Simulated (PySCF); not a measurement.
# Hf⁶¹⁺: ionisation energy

Hf⁶¹⁺ [Ne] 3s1 (2S) → Hf⁶²⁺ [Ne] (1S), as a difference of total energies. Calculation: PySCF 2.14, in an even-tempered Gaussian basis (17 s from 17 bohr⁻², ratio 2.5; 12 p from 22 bohr⁻², ratio 2.5; 4 d from 79 bohr⁻², ratio 2.7; 4 f from 120 bohr⁻², ratio 2.7); scalar relativity by spin-free X2C-1e. Correlated levels: outer shells: 1s2 frozen; virtual orbitals above 40 to 60 times the deepest correlated orbital energy dropped. The calculations carry no spin-orbit coupling.

```
                method  ionisation energy (eV)
                   UHF                  6677.3
                   LDA                  6680.8
                   PBE                  6686.1
                  PBE0                  6684.0
                r2SCAN                  6676.1
               r2SCAN0                  6676.7
                B2PLYP                  6682.1
    MP2 (outer shells)                  6678.1
SCS-MP2 (outer shells)                  6678.0
```

Breit and QED terms and the two-electron picture change are absent.

For comparison: 6674 ± 12 eV (theoretical estimate listed by NIST; NIST Atomic Spectra Database, ionization energies).
